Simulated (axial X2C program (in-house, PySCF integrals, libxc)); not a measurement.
# Density and ELF of GeH⁺

Calculated with an in-house all-electron X2C program for linear molecules (integrals from PySCF). Two-component (2c) means X2C with spin–orbit coupling and atomic mean-field two-electron Coulomb and Gaunt terms. Basis: Ge dyall-cv3z [9s9p7d4f1g], H dyall-v3z [6s2p1d] (cores contracted in-house); Gaussian nuclei, density fitting, unrestricted open shells. Masses: Ge 73.921 u, H 1.008 u.

PBE0, 2c, state Ω = 0 (closed shell); Ge at z = 0, H at z = 1.585 Å.

The maps cover the half plane through the axis: z from -2.4 to 3.6 Å along the bond, ρ from 0.15 to 2.25 Å away from it.

log10 of the density in e/bohr³:

```
 ρ\z  -2.4  -1.8  -1.2  -0.6   0.0   0.6   1.2   1.8   2.4   3.0   3.6
0.15  -3.3  -2.3  -1.5  -0.4   1.4  -0.5  -0.8  -0.9  -2.0  -3.1  -4.1
0.45  -3.4  -2.4  -1.6  -0.8   0.2  -0.8  -1.1  -1.3  -2.1  -3.2  -4.2
0.75  -3.5  -2.6  -1.8  -1.2  -0.9  -1.3  -1.5  -1.7  -2.4  -3.4  -4.3
1.05  -3.7  -2.8  -2.1  -1.6  -1.5  -1.8  -1.9  -2.2  -2.8  -3.6  -4.5
1.35  -3.9  -3.1  -2.5  -2.1  -2.0  -2.3  -2.4  -2.7  -3.2  -3.9  -4.7
1.65  -4.2  -3.5  -2.9  -2.6  -2.6  -2.8  -2.9  -3.1  -3.6  -4.3  -5.0
1.95  -4.6  -3.9  -3.3  -3.1  -3.1  -3.4  -3.5  -3.7  -4.1  -4.7  -5.4
2.25  -4.9  -4.3  -3.8  -3.6  -3.7  -4.0  -4.1  -4.2  -4.6  -5.1  -5.7
```

Electron localisation function (collinear form, no current term, damped to 0 at low density):

```
 ρ\z  -2.4  -1.8  -1.2  -0.6   0.0   0.6   1.2   1.8   2.4   3.0   3.6
0.15  0.39  0.99  0.94  0.26  0.26  0.22  0.99  1.00  1.00  0.73  0.00
0.45  0.28  0.98  0.95  0.23  0.64  0.17  0.98  1.00  1.00  0.59  0.00
0.75  0.13  0.97  0.97  0.48  0.17  0.24  0.95  1.00  0.99  0.29  0.00
1.05  0.03  0.90  0.97  0.76  0.28  0.24  0.80  0.98  0.94  0.06  0.00
1.35  0.01  0.63  0.94  0.84  0.34  0.10  0.41  0.88  0.56  0.01  0.00
1.65  0.00  0.14  0.77  0.72  0.20  0.02  0.09  0.36  0.06  0.00  0.00
1.95  0.00  0.01  0.24  0.34  0.05  0.00  0.01  0.02  0.00  0.00  0.00
2.25  0.00  0.00  0.01  0.04  0.01  0.00  0.00  0.00  0.00  0.00  0.00
```

The state is a single determinant with fixed occupations, the lowest that a limited PBE0 search found.
